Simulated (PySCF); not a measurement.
Isomers of C8H16BP, mass 154.108 u with the commonest isotopes. The calculation used PySCF 2.14.0, PBE0-D3(BJ)/def2-SVP geometry optimisation, gas phase. One conformer each, none proved a minimum here; rigid rotors.

Question: Order these by rotational constant A, smallest first.
A. `[BH3-:1][P@+:2]1([C:3]([CH3:4])([CH3:5])[CH3:6])[CH:7]=[C:8]1[CH:9]=[CH2:10]` with C7–C8–C9–C10 -178°
B. `[BH3-:1][P@@H+:2]1[CH:3]=[CH:4][C:5]([CH:6]([CH3:7])[CH3:8])=[C:9]1[CH3:10]` with C4–C5–C6–C7 -63°
C. `[BH3-:1][P@+:2]([CH2:3][CH3:4])([CH2:5][C:6]#[CH:7])[CH:8]1[CH2:9][CH2:10]1` with B1–P2–C3–C4 176°, B1–P2–C5–C6 -169°, B1–P2–C8–C9 -42°

Answer: C (1264 MHz), A (1524 MHz), B (1952 MHz).

Question: Order these by rotational constant C, largest first.
A. `[BH3-:1][P@+:2]1([C:3]([CH3:4])([CH3:5])[CH3:6])[CH:7]=[C:8]1[CH:9]=[CH2:10]` with C7–C8–C9–C10 -178°
B. `[BH3-:1][P@+:2]([CH2:3][CH3:4])([CH2:5][C:6]#[CH:7])[CH:8]1[CH2:9][CH2:10]1` with B1–P2–C3–C4 176°, B1–P2–C5–C6 -169°, B1–P2–C8–C9 -42°
C. `[BH3-:1][P@@H+:2]1[CH:3]=[CH:4][C:5]([CH:6]([CH3:7])[CH3:8])=[C:9]1[CH3:10]` with C4–C5–C6–C7 -63°

Answer: B (815.1 MHz), A (774.9 MHz), C (640.7 MHz).

Question: Order these by rotational constant B, largest first.
A. `[BH3-:1][P@+:2]1([C:3]([CH3:4])([CH3:5])[CH3:6])[CH:7]=[C:8]1[CH:9]=[CH2:10]` with C7–C8–C9–C10 -178°
B. `[BH3-:1][P@@H+:2]1[CH:3]=[CH:4][C:5]([CH:6]([CH3:7])[CH3:8])=[C:9]1[CH3:10]` with C4–C5–C6–C7 -63°
C. `[BH3-:1][P@+:2]([CH2:3][CH3:4])([CH2:5][C:6]#[CH:7])[CH:8]1[CH2:9][CH2:10]1` with B1–P2–C3–C4 176°, B1–P2–C5–C6 -169°, B1–P2–C8–C9 -42°

Answer: C (892.9 MHz), A (859.5 MHz), B (732.8 MHz).

```csv
SMILES,point group,Ia (u·Å²),Ib (u·Å²),Ic (u·Å²),κ,μa (D),μb (D),μc (D)
[BH3-][P@+](CC)(CC#C)C1CC1,C1,399.85,566.00,620.01,-0.65,2.75,1.48,3.49
[BH3-][P@+]1(C(C)(C)C)C=C1C=C,C1,331.64,588.01,652.15,-0.77,1.30,4.75,2.18
[BH3-][P@@H+]1C=CC(C(C)C)=C1C,C1,258.88,689.61,788.79,-0.86,4.88,0.52,2.40
```
